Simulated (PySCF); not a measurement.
H2O4W, charge +1, doublet, at a GFN2-xTB geometry (such geometries of metal compounds can be far from the true shape) (the multiplicity is a formal guess) (core potentials on W). Base run: B3LYP/def2-SV(P) in PySCF.

Input for PySCF:
```python
from pyscf import gto, scf, dft

mol = gto.M(
    atom='''
W     0.026920    0.000100    0.003894
O     1.179410    0.800682   -1.007299
O     0.851421   -0.793162    1.301048
O    -0.837164   -1.250433   -0.982338
H    -1.210380   -1.969279   -1.531708
O    -1.090252    1.243297    0.703547
H    -1.609044    1.958839    1.123893
''',
    basis='def2-sv(p)',
    ecp={'W': 'def2-sv(p)'},
    charge=1,
    spin=1,
    verbose=3,
)

mf = dft.UKS(mol)
mf.xc = 'b3lyp'
mf.kernel()
```

Variants of this job, named by their change:

```csv
change,ΔE vs base (µEh),fitting functions,outcome
base,0.0,-,converged
auxbasis = even-tempered beta=1.6,47.0,983,converged
auxbasis = even-tempered beta=2.0,-223,674,converged
only_dfj = on; auxbasis = def2-universal-jfit,-194,307,converged
auxbasis = default (with mf = mf.density_fit()),-5.3,571,converged
auxbasis = def2-tzvp-ri,-,-,stopped with an error
auxbasis = def2-svp-ri,-,-,stopped with an error
auxbasis = def2-universal-jfit,8610,307,converged
auxbasis = cc-pvtz-jkfit,-,-,stopped with an error
auxbasis = def2-universal-jkfit,-5.3,571,converged
```

A fitting set is made for a task (jfit for Coulomb, jkfit for Coulomb and exchange, ri for correlation) and for a family of orbital bases.

Open shells are given as the SCF converged; they aren't shown to be the lowest states, and a large step between rows can be another state.

- auxbasis = def2-tzvp-ri: ended with `pyscf.lib.exceptions.BasisNotFoundError: Basis set not found for W in def2-tzvp-ri`
- auxbasis = def2-svp-ri: ended with `pyscf.lib.exceptions.BasisNotFoundError: Basis set not found for W in def2-svp-ri`
- auxbasis = cc-pvtz-jkfit: ended with `pyscf.lib.exceptions.BasisNotFoundError: Basis set not found for W in cc-pvtz-jkfit`
